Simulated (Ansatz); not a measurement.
CH7GaSSi, SMILES `S[SiH2][CH2][GaH2]`. Total charge 0; spin multiplicity 1. The structure was optimised at the PBE0-D4/def2-TZVP level. It is one conformer, not always the lowest.

```xyz
11

S    -0.218   -0.964    2.830
Si    0.050    0.310    1.127
C    -0.021   -0.575   -0.505
Ga    0.410    0.578   -2.046
H    -1.463   -1.338    2.491
H     1.391    0.907    1.358
H    -0.964    1.399    1.143
H    -1.032   -0.974   -0.634
H     0.686   -1.410   -0.470
H    -0.737    1.370   -2.769
H     1.899    0.697   -2.526
```

Q: What is the dipole moment at PBE/def2-TZVPP? (An estimate is asked.)

A: Computed: 1.54 D, with components (-0.75, -0.65, -1.17) D in this frame, pointing from negative to positive charge.

Q: And with r2SCAN, B3LYP, ωB97M-V? (An estimate is asked.)

A: Ansatz gave: r2SCAN 1.62 D, B3LYP 1.56 D, ωB97M-V 1.61 D.

Q: Give the Mulliken charges with PBE, r2SCAN, B3LYP in def2-TZVPP. (An estimate is asked.)

A: Ansatz gave: 
```json
{"atom": "S1", "PBE": "-0.26", "r2SCAN": "-0.28", "B3LYP": "-0.27"}
{"atom": "Si2", "PBE": "0.24", "r2SCAN": "0.34", "B3LYP": "0.32"}
{"atom": "C3", "PBE": "-0.28", "r2SCAN": "-0.33", "B3LYP": "-0.33"}
{"atom": "Ga4", "PBE": "0.16", "r2SCAN": "0.25", "B3LYP": "0.21"}
{"atom": "H5", "PBE": "0.11", "r2SCAN": "0.10", "B3LYP": "0.10"}
{"atom": "H6", "PBE": "-0.05", "r2SCAN": "-0.07", "B3LYP": "-0.07"}
{"atom": "H7", "PBE": "-0.05", "r2SCAN": "-0.07", "B3LYP": "-0.07"}
{"atom": "H8", "PBE": "0.11", "r2SCAN": "0.09", "B3LYP": "0.10"}
{"atom": "H9", "PBE": "0.12", "r2SCAN": "0.10", "B3LYP": "0.11"}
{"atom": "H10", "PBE": "-0.04", "r2SCAN": "-0.07", "B3LYP": "-0.06"}
{"atom": "H11", "PBE": "-0.04", "r2SCAN": "-0.06", "B3LYP": "-0.05"}
```

B3LYP here is the variant with VWN-RPA as its local correlation; programs differ in this.
